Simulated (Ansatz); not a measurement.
Reaction (ligand exchange at a B–O bond): `COBC=O` + H–F → `O=CBF` + CH₃OH

Program: Ansatz. Geometries: PBE0-D4/def2-TZVP. ΔE: electronic, gas phase. CCSD(T)/CBS adds triple-zeta CCSD(T) − MP2 to the extrapolated MP2 energy (def2 sets, frozen cores). This one scheme is used for every species. Functionals use def2-TZVPP. One conformer a species, not always the lowest.

```
   level  ΔE (kJ/mol)
 ωB97X-V         12.0
PBE-QIDH         16.3
```

Question: What does CCSD(T)/CBS give? (Best estimate.)

Answer: The calculation gave: +19.3 kJ/mol. The listed levels differ from it by -7.3, -3.0 kJ/mol.

Largest T1 diagnostic among the species: 0.015.

In def2-TZVPP, CCSD(T) changes the Hartree–Fock value by +16.9 kJ/mol (the triples alone add +2.7 kJ/mol) and MP2 by +19.8 kJ/mol. The D4 term adds +5.0 kJ/mol with B3LYP and +2.9 kJ/mol with PBE0; it sums over pairs of atoms, weighted by their polarisabilities, and B3LYP, whose exchange is more repulsive, gets the larger term. Leaving LDA and LC-ωPBE aside and taking each functional with its dispersion term where it has one, the values, not all of them listed here, spread over 7.5 kJ/mol, from B97M-V to revPBE-D4. LDA lies +10.8 kJ/mol from PBE without D4.

B3LYP here is the variant with VWN-RPA as its local correlation; programs differ in this.
